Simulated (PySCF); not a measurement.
Sn(31+): fine-structure interval

Sn(31+) [Ar] 3d1 [3d3/2^1, M_J = 3/2] → Sn(31+) [Ar] 3d1 [3d5/2^1, M_J = 5/2], as a difference of total energies. Computed with PySCF 2.14 in an even-tempered Gaussian basis (16 s from 5.2 bohr⁻², ratio 2.8; 12 p from 6.8 bohr⁻², ratio 2.8; 8 d from 6.8 bohr⁻², ratio 2.8; 3 f from 20 bohr⁻², ratio 3), with the two-component X2C-1e Hamiltonian. Correlated levels: [Ne] frozen; the 74 highest virtual spinors dropped. "Screened" scales the spin-orbit matrix elements by Boettger's factors to mimic the two-electron term; Breit and QED terms are absent.

```
                    method  fine-structure interval (cm⁻¹)
 GHF (screened spin-orbit)                           92976
GMP2 (screened spin-orbit)                           92915
     GHF (bare spin-orbit)                          116300
```
